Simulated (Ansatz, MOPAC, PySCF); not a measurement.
Torsion Si1–Se2–Se3–H7 in H4Se2Si (SMILES [SiH3][Se][SeH]); at each angle all else is relaxed with GFN2-xTB, and the levels are single points there.
Geometry at 90° (charge 0, multiplicity 1):
| atom | x (Å) | y (Å) | z (Å) |
|---|---|---|---|
| Si | -1.0413 | -0.1503 | 0.0244 |
| Se | 0.3992 | 1.6275 | -0.3124 |
| Se | 2.4227 | 0.6227 | 0.1472 |
| H | -0.6490 | -1.2210 | -0.8883 |
| H | -2.3394 | 0.4244 | -0.2947 |
| H | -0.9216 | -0.5780 | 1.4145 |
| H | 2.7062 | 0.1781 | -1.2107 |

On the grid 0° to 330°, 0° is the highest and 90° the lowest point at MP2/CBS(def2-TZVPP, def2-QZVPP) + ΔCCSD(T)/def2-TZVPP.

Rows in 3-21G carry no dispersion term and start afresh at each structure; the Pople sets are all-electron and without relativity. The state that AM1 reach isn't checked.

Run with Ansatz (Gaussian basis) for Hartree–Fock, density functionals and correlated methods; MOPAC for AM1 (differences of heats of formation); PySCF for 3-21G rows. Values without a source in brackets are computed.

Problem. Estimate the energy at 0° less that at 90° that B3LYP/3-21G returns for this input.

Solution. 233 meV

Problem. Predict the energy at 0° less that at 90° from wB97M-V/def2-TZVPP.

Solution. 201 meV

Problem. Predict the energy at 0° less that at 90° from AM1.

Solution. 191 meV

Ansatz is a quantum-chemistry and plane-wave program.
